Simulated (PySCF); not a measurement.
Substituent chemical shifts

Parent skeleton `[Cl:1][SiH2:2][C:3]1=[C:4]([Cl:5])[CH2:6][CH2:7]1`; one hydrogen on atom 2 is replaced by X. Hydrogens on one atom are averaged.

Calculated, not measured (PySCF 2.14.0 with density-fitted response routines): GFN2-xTB geometry, shielding tensors at PBE0/pcSseg-1 (GIAO). Relativity neglected, one computed conformer, in vacuum.

Referencing at the same level of theory: HCl for 35Cl; 29Si and 13C and 1H against TMS.

Parent (X = H): Cl1 -90.5, Si2 -35.5, C3 148.1, C4 158.9, Cl5 268.3, C6 40.8, C7 29.3, H(Si2) 5.46, H(C6) 2.86 ppm. Effects are Δδ = δ(X) − δ(H), positive for deshielding.

Known members:
```csv
X,Cl1,Si2,C3,C4,Cl5,C6,C7,H(Si2),H(C6)
SCH3,+56.3,+29.3,+2.7,-1.0,-1.9,+0.5,-1.5,+0.48,+0.06
F,+154.4,+23.7,+1.6,+2.5,+10.4,+0.7,+0.0,+0.12,+0.01
isopropenyl,+57.1,+16.5,+2.0,-0.2,-4.0,+0.9,-0.3,-0.06,+0.04
allyl,+38.8,+18.7,+2.8,-1.8,-4.8,+0.5,+0.0,+0.00,+0.05
CH2F,+27.1,+9.0,-0.7,+3.9,+3.8,+0.8,-1.2,+0.07,+0.09
```

Four more derivatives gave (Δδ, ppm):
```csv
compound,Cl1,Si2,C3,C4,Cl5,C6,C7,H(Si2),H(C6)
1,+96.2,+11.3,+4.7,-2.0,-0.4,+0.3,-0.5,+0.04,+0.05
2,+57.4,+23.4,+2.6,-1.4,-1.6,+0.5,-0.4,+0.21,+0.05
3,+56.3,+5.5,-1.8,+3.0,+15.6,+1.8,-1.1,-0.47,+0.14
4,+90.3,+5.2,+1.8,-3.2,-10.7,+0.8,-0.2,+0.34,+0.02
```

Task: Their substituents are CH2SiH3, CHF2, N=CH2, OCH3. Which is which?

Result: 1: X = OCH3 (CO[Si@@H](Cl)C1=C(Cl)CC1); 2: X = CH2SiH3 ([SiH3]C[Si@@H](Cl)C1=C(Cl)CC1); 3: X = CHF2 (FC(F)[Si@H](Cl)C1=C(Cl)CC1); 4: X = N=CH2 (C=N[Si@@H](Cl)C1=C(Cl)CC1).
